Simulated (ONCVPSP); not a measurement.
## What the settings do to the ONCV potential of terbium (Tb)

Base potential:

```
Element                 : Tb
Generator               : ONCVPSP 4.0.1
Type                    : optimised norm-conserving Vanderbilt (ONCV)
Functional              : PBE
Relativity              : fully relativistic
Frozen core             : [Kr] 4d10 4f8
Valence charge          : 11
Reference configuration : 5s2 5p6 5d1 6s1.75 (charge +0.25)
Partial waves           : 5s+6s: rc 2.50 bohr, ncon 4, nbas 8, qcut 4.4 1/bohr, 3 projectors, debl 2.1 Ha; 5p: rc 1.55 bohr, ncon 5, nbas 9, qcut 5.3 1/bohr, 2 projectors, debl 1.9 Ha; 5d: rc 3.70 bohr, ncon 4, nbas 8, qcut 4.5 1/bohr, 1 projector; f scattering state at 0.03 Ha: rc 2.90 bohr, ncon 3, nbas 6, qcut 4.1 1/bohr, 2 projectors, debl 2.8 Ha
Local potential         : polynomial inside 1.05 bohr (lpopt 5, dvloc0 0 Ha)
Core correction         : Teter function, fcfact 4.25, rcfact 1.35
```

Open shells are filled in proportion to 2j + 1.

All-electron outer shells of the reference configuration (PBE, scalar-relativistic, ld1.x):

```
shell  level (eV)  outermost node (bohr)  outermost maximum (bohr)
   5s      -52.75                   0.64                      1.18
   5p      -29.37                   0.69                      1.33
   4f      -10.45                      –                      0.55
   6s       -5.43                   1.57                      3.28
   5d       -3.80                   0.77                      1.92
```

Cutoffs, loose and tight: the cutoffs (Ha) at which the residual kinetic energy of the hardest occupied pseudo-wave falls to 1 and 0.1 mHa per electron. They do not see the model core or the augmentation charge, which bear on the density cutoff. Test errors are all-electron minus pseudo excitation energies from the reference, over the configurations 5s2 5p6 5d1 6s2; 5s2 5p6 5d1 6s1; 5s2 5p6 5d1 6s0; 5s2 5p6 5d0 6s2 6p1. A dash means not determined; rows that change the core or the reference have their own tests. The largest error is taken over the tests solved by every variant that gives reliable tests at all: 5s2 5p6 5d1 6s0; 5s2 5p6 5d1 6s1; 5s2 5p6 5d1 6s2.

1 further variants are left out, since the program set their typed debl aside.

A true bound ghost makes a file unfit for plane-wave use even where its test errors are small: the radial tests pick states by their node count and pass the ghost by.

| change | outcome | cutoff, loose | cutoff, tight | bound ghosts | GHOST(+) flags above zero | largest test error (meV) |
| --- | --- | --- | --- | --- | --- | --- |
| base | generated | 81 Ha | 105 Ha | s | p3/2, d5/2, f7/2, p1/2, d3/2, f5/2 | +4.7 |
| reference 5s2 5p6 5d1 6s1.75 6p0.25; wave 5p: rc 1.55 bohr, ncon 5, nbas 9, qcut 5.3 1/bohr, 2 projectors, debl 1.9 Ha becomes 5p+6p: rc 1.55 bohr, ncon 5, nbas 9, qcut 5.3 1/bohr, 2 projectors | generated | 81 Ha | 105 Ha | s | p3/2, d5/2, f7/2, d3/2, f5/2 | +5.4 |
| d: nbas 9 | generated | 81 Ha | 105 Ha | s | p3/2, d5/2, f7/2, p1/2, d3/2, f5/2 | +4.6 |
| all radii but the core radius scaled by about 1.20 (s 3.00, p 1.86, d 4.44, f 3.48 bohr); local potential polynomial inside 1.26 bohr (lpopt 5, dvloc0 0 Ha) | generated | 16 Ha | 67 Ha | none | s, p3/2, d5/2, p1/2, d3/2 | -11 |
| scalar-relativistic | generated | 59 Ha | 103 Ha | s | p, d, f | -0.9 |

Problem. What comes out with this change to the base: p: rc 1.06?

Solution. outcome: failed: ERROR pspot: first pseudo wave function has node, program will stop. Cause: the optimised pseudo-wave of the first projector has a node, so the radial equation cannot be inverted for a potential.

Problem. What comes out with this change to the base: core correction Teter function, fcfact 4.25, rcfact 1.74?

Solution. outcome: generated; cutoff, loose: 81 Ha; cutoff, tight: 105 Ha; bound ghosts: s; GHOST(+) flags above zero: p3/2, d5/2, f7/2, p1/2, d3/2, f5/2; largest test error (meV): -51.
